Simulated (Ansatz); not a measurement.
```yaml
crystal:
  periodic: [false, false, false]
  atoms:
    - {symbol: C, position_ang: [-2.219668, -2.427619, -4.148600]}
    - {symbol: S, position_ang: [-1.485408, -1.643889, -2.705240]}
    - {symbol: O, position_ang: [-0.885664, -0.391539, -3.211089]}
    - {symbol: O, position_ang: [-2.602037, -1.459885, -1.755388]}
    - {symbol: O, position_ang: [-0.467488, -2.629149, -2.228155]}
    - {symbol: H, position_ang: [-1.430414, -2.598190, -4.892554]}
    - {symbol: H, position_ang: [-2.670267, -3.379503, -3.838347]}
    - {symbol: H, position_ang: [-2.986470, -1.752343, -4.550634]}
    - {symbol: C, position_ang: [-0.546495, -1.397888, 0.750753]}
    - {symbol: S, position_ang: [-0.094609, 0.237801, 0.064552]}
    - {symbol: C, position_ang: [1.342495, -0.343291, -0.909354]}
    - {symbol: C, position_ang: [0.489553, 1.198370, 1.342131]}
    - {symbol: C, position_ang: [-0.071859, 2.505961, 1.518946]}
    - {symbol: C, position_ang: [0.369239, 3.328091, 2.526098]}
    - {symbol: C, position_ang: [1.396165, 2.911789, 3.424111]}
    - {symbol: C, position_ang: [1.949630, 1.630044, 3.253394]}
    - {symbol: C, position_ang: [1.528553, 0.776438, 2.250824]}
    - {symbol: H, position_ang: [-1.483074, -1.247482, 1.300648]}
    - {symbol: H, position_ang: [-0.700724, -2.074407, -0.103951]}
    - {symbol: H, position_ang: [0.253604, -1.741587, 1.420520]}
    - {symbol: H, position_ang: [0.980586, -1.147332, -1.569431]}
    - {symbol: H, position_ang: [1.677978, 0.519912, -1.496247]}
    - {symbol: H, position_ang: [2.128796, -0.682452, -0.220975]}
    - {symbol: H, position_ang: [-0.859258, 2.838757, 0.835961]}
    - {symbol: H, position_ang: [-0.079362, 4.320424, 2.635993]}
    - {symbol: H, position_ang: [1.743240, 3.570503, 4.222802]}
    - {symbol: H, position_ang: [2.739765, 1.291323, 3.933030]}
    - {symbol: H, position_ang: [1.983190, -0.212846, 2.150194]}
basis:
  gaussian: {orbitals: def2-TZVP, initial_orbitals: start.molden}
total_charge: -1
magnetization: {spin_polarized: true, initial_magnetization: 1}
hamiltonian: {xc: pbe0, dispersion: d4}
scf: {omitted_lower_state_checks: [starts]}
output: {orbitals: {seedname: orbitals}}
```

The file start.molden holds the orbitals of an earlier run on this structure, at another level or in another basis.

```sh
$ ansatz run in.yaml --threads 4 --pin off --events-out ev --progress --plain --max-ram 6963MiB
```

Task: Does this run fit into the memory that it is given?

Result: No. It has 530 basis functions, and Ansatz plans for 9 GiB where 7 GiB are given.
